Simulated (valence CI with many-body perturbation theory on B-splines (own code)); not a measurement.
## Energy levels of Sn XXXVI

Calculated by relativistic CI+MBPT: five valence electrons over a frozen Dirac-Fock core [Ne], a basis of 11 s, 11 p, 10 d, 8 f, 5 g, 2 h functions for each j, with the one-electron correlation potential Σ1 (screened to all orders), the two-electron term Σ2, the three-electron term Σ3, Breit, model QED; selected single and double excitations, second order for the rest, scaled by the run's own slope (own B-spline code, finite nucleus).

The last digits are not significant, and no measured levels were compared; by estimate large intervals hold to a few tenths of a per cent, small ones and those within an open d or f shell to about a per cent. Among the levels kept, up to 4300 cm⁻¹ of a level comes from second order outside the variational space, and about a tenth of that is noise between levels of different J, which matters for small intervals.

Levels 1 to 45 of 167, with energies above the lowest level, (3s^2 3p1/2^2 3p3/2) J=3/2. "Leading %" is the weight of the configuration and term that name the level; weights of strongly mixed levels are sums over their largest components and can fall short, so below about 35 % the name and the second component can differ from the true leading terms, or belong to a minority configuration. In the jj column 3d3/2^4 stands for four electrons in 3d with j = 3/2. Lifetimes count E1, E2, E3, M1 and M2 decay at the calculated energies, and are blank where another channel may lead or the interval is too uncertain; long ones can be off by a factor of two.

| No. | Configuration | Term | J | E (cm⁻¹) | Leading % | Lifetime | Leading jj |
| --- | --- | --- | --- | --- | --- | --- | --- |
| 1 | 3s2 3p3 | 2P° | 3/2 | 0 | 42 |  | 3s^2 3p1/2^2 3p3/2 (97 %) |
| 2 | 3s2 3p3 | 4S° | 3/2 | 386590 | 50 | 823 ns | 3s^2 3p1/2 3p3/2^2 (97 %) |
| 3 | 3s2 3p3 | 2D° | 5/2 | 445790 | 98 | 4.33 μs | 3s^2 3p1/2 3p3/2^2 (98 %) |
| 4 | 3s2 3p3 | 2P° | 1/2 | 518850 | 98 | 938 ns | 3s^2 3p1/2 3p3/2^2 (98 %) |
| 5 | 3s2 3p3 | 2P° | 3/2 | 912140 | 55 | 341 ns | 3s^2 3p3/2^3 (97 %) |
| 6 | 3s2 3p2 3d | 4F | 3/2 | 1097100 | 35 | 1.47 ns | 3s^2 3p1/2^2 3d3/2 (88 %) |
| 7 | 3s 3p4 | 4P | 5/2 | 1117000 | 62 | 149 ps | 3s 3p1/2^2 3p3/2^2 (76 %) |
| 8 | 3s2 3p2 3d | 4F | 5/2 | 1287000 | 28 | 18.2 ps | 3s^2 3p1/2^2 3d5/2 (73 %) |
| 9 | 3s 3p4 | 2S | 1/2 | 1293000 | 42 | 19.7 ps | 3s 3p1/2^2 3p3/2^2 (79 %) |
| 10 | 3s 3p4 | 4P | 3/2 | 1308400 | 28 | 12.3 ps | 3s 3p1/2^2 3p3/2^2 (61 %) |
| 11 | 3s2 3p2 3d | 2F | 5/2 | 1488200 | 46 | 773 ps | 3s^2 3p1/2 3p3/2 3d3/2 (94 %) |
| 12 | 3s2 3p2 3d | 4D | 3/2 | 1488800 | 29 | 77.7 ps | 3s^2 3p1/2 3p3/2 3d3/2 (87 %) |
| 13 | 3s2 3p2 3d | 4D | 1/2 | 1496500 | 73 | 254 ps | 3s^2 3p1/2 3p3/2 3d3/2 (94 %) |
| 14 | 3s 3p4 | 4P | 3/2 | 1523900 | 40 | 131 ps | 3s 3p1/2 3p3/2^3 (51 %) |
| 15 | 3s2 3p2 3d | 4F | 7/2 | 1542900 | 35 | 5.93 ns | 3s^2 3p1/2 3p3/2 3d3/2 (86 %) |
| 16 | 3s 3p4 | 2D | 5/2 | 1583800 | 32 | 336 ps | 3s^2 3p1/2 3p3/2 3d5/2 (54 %) |
| 17 | 3s2 3p2 3d | 4D | 7/2 | 1591900 | 47 | 7.50 ns | 3s^2 3p1/2 3p3/2 3d5/2 (97 %) |
| 18 | 3s2 3p2 3d | 2G | 9/2 | 1651700 | 50 |  | 3s^2 3p1/2 3p3/2 3d5/2 (96 %) |
| 19 | 3s2 3p2 3d | 4P | 5/2 | 1674900 | 37 | 3.44 ps | 3s^2 3p1/2 3p3/2 3d3/2 (44 %) |
| 20 | 3s2 3p2 3d | 2P | 1/2 | 1690000 | 31 | 4.26 ps | 3s^2 3p1/2 3p3/2 3d3/2 (40 %) |
| 21 | 3s2 3p2 3d | 4D | 3/2 | 1706000 | 37 | 11.4 ps | 3s^2 3p1/2 3p3/2 3d5/2 (44 %) |
| 22 | 3s2 3p2 3d | 4P | 3/2 | 1716100 | 28 | 1.84 ps | 3s^2 3p1/2 3p3/2 3d3/2 (71 %) |
| 23 | 3s2 3p2 3d | 2S | 1/2 | 1760700 | 34 | 3.35 ps | 3s^2 3p1/2 3p3/2 3d3/2 (44 %) |
| 24 | 3s2 3p2 3d | 4D | 5/2 | 1761000 | 36 | 4.85 ps | 3s^2 3p1/2 3p3/2 3d3/2 (32 %) |
| 25 | 3s2 3p2 3d | 2G | 7/2 | 1762400 | 42 | 13.6 ps | 3s^2 3p1/2 3p3/2 3d5/2 (76 %) |
| 26 | 3s2 3p2 3d | 2D | 3/2 | 1822500 | 43 | 5.99 ps | 3s^2 3p1/2 3p3/2 3d5/2 (78 %) |
| 27 | 3s2 3p2 3d | 2D | 5/2 | 1828700 | 41 | 3.55 ps | 3s^2 3p1/2 3p3/2 3d5/2 (66 %) |
| 28 | 3s 3p4 | 2P | 3/2 | 1866900 | 35 | 3.54 ps | 3s 3p1/2 3p3/2^3 (52 %) |
| 29 | 3s2 3p2 3d | 2P | 1/2 | 1912900 | 57 | 3.59 ps | 3s^2 3p1/2 3p3/2 3d5/2 (47 %) |
| 30 | 3s2 3p2 3d | 2F | 7/2 | 2050400 | 47 | 87.8 ps | 3s^2 3p3/2^2 3d5/2 (95 %) |
| 31 | 3s2 3p2 3d | 2P | 1/2 | 2053300 | 44 | 42.3 ps | 3s^2 3p3/2^2 3d5/2 (68 %) |
| 32 | 3s2 3p2 3d | 4F | 9/2 | 2073800 | 50 | 654 ns | 3s^2 3p3/2^2 3d5/2 (96 %) |
| 33 | 3s2 3p2 3d | 4P | 1/2 | 2099900 | 35 | 2.17 ps | 3s^2 3p3/2^2 3d3/2 (73 %) |
| 34 | 3s2 3p2 3d | 2D | 5/2 | 2100100 | 37 | 2.51 ps | 3s^2 3p3/2^2 3d3/2 (71 %) |
| 35 | 3s2 3p2 3d | 2D | 3/2 | 2104000 | 30 | 2.12 ps | 3s^2 3p3/2^2 3d3/2 (75 %) |
| 36 | 3s2 3p2 3d | 2F | 7/2 | 2129900 | 71 | 2.98 ps | 3s^2 3p3/2^2 3d3/2 (83 %) |
| 37 | 3s2 3p2 3d | 2D | 3/2 | 2206000 | 53 | 2.83 ps | 3s^2 3p3/2^2 3d3/2 (70 %) |
| 38 | 3s 3p3 3d | 6D° | 5/2 | 2218600 | 39 | 104 ps | 3s 3p1/2^2 3p3/2 3d3/2 (82 %) |
| 39 | 3s2 3p2 3d | 2D | 5/2 | 2220300 | 81 | 427 ps | 3s^2 3p3/2^2 3d5/2 (96 %) |
| 40 | 3s 3p3 3d | 6D° | 3/2 | 2226100 | 48 | 79.5 ps | 3s 3p1/2^2 3p3/2 3d3/2 (83 %) |
| 41 | 3s 3p3 3d | 6D° | 1/2 | 2227900 | 57 | 134 ps | 3s 3p1/2^2 3p3/2 3d3/2 (82 %) |
| 42 | 3s 3p3 3d | 6D° | 7/2 | 2241600 | 42 | 159 ps | 3s 3p1/2^2 3p3/2 3d3/2 (62 %) |
| 43 | 3s2 3p2 3d | 2D | 3/2 | 2306500 | 53 | 4.10 ps | 3s^2 3p3/2^2 3d5/2 (78 %) |
| 44 | 3s 3p3 3d | 6D° | 9/2 | 2318000 | 56 | 139 ps | 3s 3p1/2^2 3p3/2 3d5/2 (84 %) |
| 45 | 3s 3p3 3d | 4F° | 3/2 | 2328000 | 37 | 23.5 ps | 3s 3p1/2^2 3p3/2 3d3/2 (57 %) |

Where two levels of one J and parity lie close, their mixing, g and order are uncertain.

The ionisation energy to 3s2 3p2 3P_0 of the next ion comes out as 2308.5 eV (NIST: 2326 ± 9 eV (semi-empirical)). All 167 levels together are meant to be complete up to 3664300 cm⁻¹.
